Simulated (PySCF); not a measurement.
**CaH⁺: from constants to spectrum**

RHF-CCSD(T) constants of CaH⁺, ¹Σ⁺ (singlet), closed shell (PySCF, no relativity, basis sets Ca aug-pcseg-1, H aug-pcseg-1; masses 39.9626 and 1.0078 u):

- ωe: 1340.0 cm⁻¹
- ωexe: 16.6 cm⁻¹
- Be: 4.5336 cm⁻¹
- αe: 0.110 cm⁻¹
- D (centrifugal): 0.000208 cm⁻¹
- De to Ca⁺ + H: 1.86 eV

**Question.** Estimate the standard entropy (1 bar) and heat capacity of the ideal gas at 1500 K, rigid rotor with B0 and harmonic oscillator at the fundamental.

**Answer.** Translation (Sackur–Tetrode, M = 40.97 u): 188.7 J/(mol K). Rotation: q = kT/(σB0) = 233 with σ = 1, 53.6. Vibration: x = hcν0/kT = 1.25, 6.96. S° = 249.3 J/(mol K); Cp = 7R/2 + 7.31 = 36.4 J/(mol K).

Correlated steps freeze 5 core orbitals. Correlated levels converge slowly with the basis: in double zeta they bind strong bonds too weakly, by up to about 1 eV, and carry superposition errors of some tenths. For an ion De counts to the pair picked by the measured ionisation energies or electron affinities, which need not be the lowest pair at this level. Where the molecule has an RHF reference, its open-shell atoms are computed with UHF.
